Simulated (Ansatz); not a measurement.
Cost and result up the ladder for (LiSH)4 cube (Li₄H₄S₄) (12 atoms). Total charge 0; singlet. Geometry: r2SCAN-D4/def2-SVP.

```xyz
12

Li    1.6385    1.0129    0.5755
Li   -0.2469   -1.6052    1.1857
Li    0.2192   -0.6025   -1.9064
Li   -1.6113    1.1945    0.1447
S    -0.2390    0.6561    2.0770
S     1.7557   -1.3014   -0.1576
S     0.2687    1.7486   -1.2927
S    -1.7858   -1.1036   -0.6274
H    -0.3845    1.0589    3.3511
H     2.8330   -2.0997   -0.2539
H     0.4341    2.8220   -2.0849
H    -2.8818   -1.7807   -1.0112
```

Ansatz on 4 threads of Arm Neoverse V1 on a shared host. Times are rough, and most runs start from the orbitals of an earlier one. PBE0-D4/def2-TZVP serves as the yardstick here, not as an exact answer. Differences are given only for rows in sets of like size (and for xTB, whose basis is part of the method), since another set adds its own error. Binding counts from free atoms at the same level (Li doublet, S triplet, H doublet; other spins of the atoms weren't run), without zero-point energy or a counterpoise term.

B3LYP takes the VWN-RPA correlation. HSE06 is defined as in plane-wave codes, on full-range PBE exchange. Correlated methods freeze 20 core orbitals; core or outer-core shells of Li are correlated, in sets that lack core-valence functions. The rows differ in basis, and correlated rows in double-zeta sets carry the largest basis error.

Correlated methods converge slowly with the basis, most of all in double-zeta sets.

```json
{"level": "CCSD(T)/def2-SVP", "functions": "128", "binding energy per atom (eV)": "2.70", "difference from PBE0-D4/def2-TZVP (eV)": "–"}
{"level": "HSE06-D4/def2-TZVP", "functions": "228", "binding energy per atom (eV)": "2.86", "difference from PBE0-D4/def2-TZVP (eV)": "0.00"}
{"level": "r2SCAN-D4/def2-TZVP", "functions": "228", "binding energy per atom (eV)": "2.90", "difference from PBE0-D4/def2-TZVP (eV)": "0.04"}
{"level": "PBE-D4/def2-TZVP (with forces)", "functions": "228", "binding energy per atom (eV)": "2.88", "difference from PBE0-D4/def2-TZVP (eV)": "0.03"}
{"level": "PBE-D4/def2-SVP", "functions": "128", "binding energy per atom (eV)": "2.95", "difference from PBE0-D4/def2-TZVP (eV)": "–"}
{"level": "B97M-V/def2-TZVP", "functions": "228", "binding energy per atom (eV)": "2.94", "difference from PBE0-D4/def2-TZVP (eV)": "0.09"}
{"level": "B3LYP-D4/def2-TZVP", "functions": "228", "binding energy per atom (eV)": "2.87", "difference from PBE0-D4/def2-TZVP (eV)": "0.02"}
{"level": "HF/STO-3G", "functions": "60", "binding energy per atom (eV)": "2.93", "difference from PBE0-D4/def2-TZVP (eV)": "–"}
{"level": "MP2/def2-TZVP", "functions": "228", "binding energy per atom (eV)": "2.76", "difference from PBE0-D4/def2-TZVP (eV)": "-0.09"}
{"level": "PBE0-D4/def2-TZVP", "functions": "228", "binding energy per atom (eV)": "2.85", "difference from PBE0-D4/def2-TZVP (eV)": "0.00"}
{"level": "PBE0-D4/def2-SVP", "functions": "128", "binding energy per atom (eV)": "2.92", "difference from PBE0-D4/def2-TZVP (eV)": "–"}
```

(1) Estimate how long each takes.

Answers

(1) HF/STO-3G 0.25 s; PBE-D4/def2-SVP 1.9 s; PBE0-D4/def2-SVP 2.5 s; MP2/def2-TZVP 3.5 s; PBE-D4/def2-TZVP (with forces) 4 s; HSE06-D4/def2-TZVP 4.8 s; PBE0-D4/def2-TZVP 4.9 s; B3LYP-D4/def2-TZVP 6 s; r2SCAN-D4/def2-TZVP 7 s; CCSD(T)/def2-SVP 14 s; B97M-V/def2-TZVP 17 s. On shared hardware such times vary by a factor of up to 3.
